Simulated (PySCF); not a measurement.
## Molecular orbitals of PbBr

UHF at R = 2.638 Å; basis Pb def2-SVP with ECP60, Br def2-SVP; scalar-relativistic core potentials; PySCF 2.14. State: ²Π (doublet), unpaired electrons π ↑. Only the outer orbitals are listed, counted within each symmetry, core potentials removing the inner ones.

```
spin  orbital  occ.  ε (eV)  on Pb (%)            main shells (%)
   α      10σ     1  -25.83          7                    93 Br s
   α      11σ     1  -17.28         86           86 Pb s, 10 Br p
   α       6π     1  -10.85         10           90 Br p, 10 Pb p
   α      12σ     1  -10.58         30   69 Br p, 20 Pb p, 9 Pb s
   α       6π     1  -10.53          5                    95 Br p
   α       7π     1   -7.07         91            90 Pb p, 9 Br p
   α       7π     0   -0.47         96                    96 Pb p
   α      13σ     0    1.71         91           88 Pb p, 14 Br p
   α      14σ     0    7.64        102                    95 Pb s
   β      10σ     1  -25.76          6                    93 Br s
   β      11σ     1  -15.81         80           80 Pb s, 16 Br p
   β       6π     1  -10.56          5                    95 Br p
   β       6π     1  -10.42          3                    96 Br p
   β      12σ     1  -10.36         34  66 Br p, 18 Pb p, 15 Pb s
   β       7π     0   -0.06         96                    96 Pb p
   β       7π     0    0.95         97                    97 Pb p
   β      13σ     0    2.09         93           89 Pb p, 11 Br p
```

Question: Which are the highest filled and the lowest empty level, where do they sit, and how wide is the gap?

Answer: Highest filled α 7π at -7.07 eV (in %: 90 Pb p, 9 Br p); lowest empty α 7π at -0.47 eV (in %: 96 Pb p); the gap at UHF is 6.60 eV. Both belong to one degenerate shell, split only by its one-sided filling, so this is no excitation gap.

| Item | Value |
| --- | --- |
| bond order (Mayer) | 0.86 |
| ⟨S²⟩ | 0.759 |
| charge on Pb (Mulliken, basis-dependent) | 0.48 |
| charge on Pb (Löwdin, basis-dependent) | 0.27 |
| dipole moment (positive dipole means Pb(−)Br(+)) | -4.32 D |
| polarisability along the bond | 75.0 bohr³ |
| polarisability across the bond | 36.1 bohr³ |

Shares are Mulliken populations and can fall outside 0 to 100 %.

These are scalar-relativistic numbers at best; spin–orbit coupling would shift them, the dissociation energy most. The state was picked by a PBE0 search and need not be the measured ground state.
